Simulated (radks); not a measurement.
Spin polarisation of the 3p1 shell in neutral aluminium. Start: [Ne] 3s2 3p(up 0.5, down 0.5); electrons of 3p are moved from spin down to spin up, other shells keep equal spins. Method: scalar-relativistic Kohn-Sham, PBE, spin-polarised, spherical densities, finite nucleus; Fermi nuclear charge, rms radius of each element as measured or else 0.836 A^(1/3) + 0.57 fm; computed with a radial shooting solver on a logarithmic mesh with Libxc functionals.

| moment (Bohr magnetons) | E - E(0) (eV) | e(3p up) (eV) | e(3p down) (eV) | 3s down minus up (eV) |
|---|---|---|---|---|
| 0 | 0.000 | -2.712 | -2.712 | 0.000 |
| 0.25 | -0.012 | -2.802 | -2.611 | 0.189 |
| 0.5 | -0.048 | -2.881 | -2.499 | 0.378 |
| 0.75 | -0.108 | -2.950 | -2.372 | 0.569 |
| 1 | -0.193 | -3.010 | -2.223 | 0.764 |

At moment 1 the spin-polarisation energy is -0.193 eV and the 3p exchange splitting 0.787 eV, that is 0.787 eV per Bohr magneton; E = -I m^2/4 would give I = 0.771 eV.
